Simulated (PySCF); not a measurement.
BiF₃, charge +1, multiplicity 2. Atoms are numbered in the order given.

```xyz
4

Bi     0.0000     0.0000     0.2044
F      1.5926    -0.9195    -0.6284
F     -1.5926    -0.9195    -0.6284
F      0.0000     1.8390    -0.6284
```
Charge +1, spin multiplicity 2.

Coordinates come from a r2SCAN-D4/def2-SVP optimisation. The spin state was assumed, not searched. The isomer is the one that the SMILES or the coordinates give; other isomers of the formula were not compared. The def2 effective core potentials stand for the cores of Bi; spin–orbit coupling is left out.

All values below come from PySCF with M06-2X/def2-TZVPD.

Mulliken values depend strongly on the basis, most of all with diffuse functions as here. ESP charges are fitted to the potential on shells at 1.4 to 2.0 van der Waals radii. Atomic charges (e):

```json
[
 {"atom": "Bi1", "ESP fit": "1.67", "Mulliken": "2.28", "Mulliken spin": "0.25"},
 {"atom": "F2", "ESP fit": "-0.22", "Mulliken": "-0.43", "Mulliken spin": "0.25"},
 {"atom": "F3", "ESP fit": "-0.22", "Mulliken": "-0.43", "Mulliken spin": "0.25"},
 {"atom": "F4", "ESP fit": "-0.23", "Mulliken": "-0.43", "Mulliken spin": "0.25"}
]
```
